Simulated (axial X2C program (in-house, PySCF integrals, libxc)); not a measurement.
## Levels of CdCl by electron attachment to CdCl⁺ (EOM-EA-CCSD)

Calculated with an in-house all-electron X2C program for linear molecules (integrals from PySCF): two-component X2C with atomic mean-field Coulomb and Gaunt terms, Gaussian nuclei, basis Cd dyall-acv3z, Cl dyall-av3z with contracted cores.

R = 2.365 Å (near the PBE0 minimum at charge 0 of the determinant lowest at the starting distance; the state shown can have its own minimum elsewhere).

Levels of CdCl obtained by attaching an electron to CdCl⁺:

| Ω | binding energy (eV) | above lowest (cm⁻¹) | attached spinor | one-particle weight |
| --- | --- | --- | --- | --- |
| 1/2 | 8.514 | 0 | 56% Cd sσ, 25% Cd pσ, 13% Cl pσ | 0.97 |
| 1/2 | 4.694 | 30815 | 85% Cd pπ | 0.97 |
| 3/2 | 4.570 | 31809 | 84% Cd pπ, 6% Cd dπ | 0.97 |
| 1/2 | 3.029 | 44244 | 63% Cd pσ, 20% Cd dσ, 7% Cd sσ | 0.97 |
| 1/2 | 2.517 | 48368 | 84% Cd sσ, 7% Cd dσ | 0.99 |
| 1/2 | 1.715 | 54843 | 97% Cd pπ | 0.99 |
| 3/2 | 1.685 | 55078 | 98% Cd pπ | 0.99 |

Problem. What is the splitting of the first π pair in the table, and is it regular or inverted?

Solution. E(3/2) − E(1/2) = 31809 − 30815 = 994 cm⁻¹ at EOM-EA-CCSD: regular, Ω = 1/2 lower. Splittings at this level can be off by ten to twenty per cent.

This point took 29 s on 1 thread of Intel(R) Xeon(R) CPU @ 2.60GHz (Ice Lake), with other jobs on the host.

Reference electrons by ω block (each with its −ω partner): 1/2: 21, 3/2: 9, 5/2: 2. 18 electrons of CdCl⁺ correlated (inner shells frozen), 84 natural virtual spinors (a truncated set); levels can be off by some tenths of an eV. Roots sought by Ω: (1/2: 5, 3/2: 4, 5/2: 2, 7/2: 1); the list ends where they run out and leaves out roots under 60 % one-particle weight. The solver can skip a root, and states that need a further excitation, which the method places far too high, are missing though they may lie low or lowest. T1 of the reference 0.025 (Lee–Taylor). The reference was not checked to be the lowest state of its species. Number of frozen shells: Cd 4 s, 3 p, 1 d; Cl 2 s, 1 p. Large amplitudes in the reference (orbital relaxation or multireference character) lower the reliability.
